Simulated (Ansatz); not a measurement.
Reaction (formal exchange of groups at the Si–Ge bond): `C[O][GeH]([CH3])[SiH3]` + `[Cl][AlH][Cl]` → `[SiH3][Al]([Cl])[Cl]` + `C[O][GeH2][CH3]`

Program: Ansatz. Geometries: PBE0-D4/def2-TZVP. ΔE: electronic, gas phase. CCSD(T)/CBS is the MP2 limit (def2-TZVPP, def2-QZVPP) plus CCSD(T) − MP2 in def2-TZVPP, frozen cores. This one scheme is used for every species. DFT in def2-TZVPP. HSE06 is defined as in plane-wave codes. For Ge outer-core shells are correlated without core-valence functions, which leaves a few kJ/mol of doubt a bond. Scalar relativity is left out up to krypton. One conformer a species, not always the lowest.

`C[O][GeH]([CH3])[SiH3]`:

Cartesian coordinates in Å:
```
C -0.417 1.453 -1.830
O 0.102 0.200 -1.469
Ge 0.600 -0.065 0.231
C 1.463 -1.805 0.203
Si -1.328 0.031 1.648
H 0.288 2.270 -1.621
H -0.615 1.444 -2.905
H -1.361 1.680 -1.315
H 1.599 1.064 0.595
H 1.845 -2.061 1.193
H 0.750 -2.568 -0.109
H 2.294 -1.787 -0.504
H -2.024 1.340 1.520
H -0.915 -0.143 3.068
H -2.281 -1.054 1.293
```

`[Cl][AlH][Cl]`:

Z-matrix (Å, degrees):
```
Al
Cl 1 2.082
Cl 1 2.082 2 118.2
H 1 1.563 2 120.9 3 180.0
```

`[SiH3][Al]([Cl])[Cl]`:

Cartesian coordinates in Å:
```
Si 0.142 0.279 -1.091
Al -0.180 -0.307 1.247
Cl 1.260 -1.415 2.281
Cl -1.888 0.258 2.314
H -1.005 1.069 -1.609
H 1.389 1.078 -1.241
H 0.281 -0.962 -1.901
```

`C[O][GeH2][CH3]`:

Cartesian coordinates in Å:
```
C 0.786 0.230 1.999
O 0.444 -0.458 0.825
Ge -0.317 0.459 -0.502
C -0.607 -0.842 -1.908
H 1.238 -0.482 2.695
H -0.090 0.675 2.491
H 1.515 1.032 1.814
H -1.629 1.078 0.032
H 0.646 1.595 -0.916
H -1.257 -1.638 -1.544
H -1.074 -0.372 -2.774
H 0.346 -1.275 -2.211
```

```tsv
level	ΔE (kJ/mol)	difference from CCSD(T)/CBS
LDA (SPW92)	-2.5	-4.1
BLYP-D4	4.2	2.6
PBE0-D4	-1.7	-3.3
HSE06-D4	-1.8	-3.4
BHLYP-D4	2.1	0.5
ωB97M-V	4.3	2.7
revPBE	-5.0	-6.6
CAM-B3LYP	-0.7	-2.3
LC-ωPBE	-3.0	-4.6
RPA@PBE/def2-TZVPP	1.1	-0.5
HF/def2-SVP	-5.0	-6.6
MP2/def2-SVP	1.0	-0.6
CCSD/def2-SVP	-2.6	-4.2
SCS-MP2/def2-TZVPP	2.7	1.1
MP2/def2-QZVPP	4.3	2.7
HF/CBS(def2)	-3.3	-4.9
CCSD(T)/CBS	1.6	0
```

Largest T1 diagnostic among the species: 0.012.

Leaving LDA and LC-ωPBE aside and taking each functional with its dispersion term where it has one, the values, not all of them listed here, spread over 6.6 kJ/mol, from HSE06-D4 to B97M-V. In def2-TZVPP, CCSD(T) changes the Hartree–Fock value by +3.9 kJ/mol (the triples alone add +0.6 kJ/mol) and MP2 by +7.0 kJ/mol. At CCSD(T), def2-SVP lies −3.3 kJ/mol from the extrapolated value and def2-TZVPP −0.8 kJ/mol.
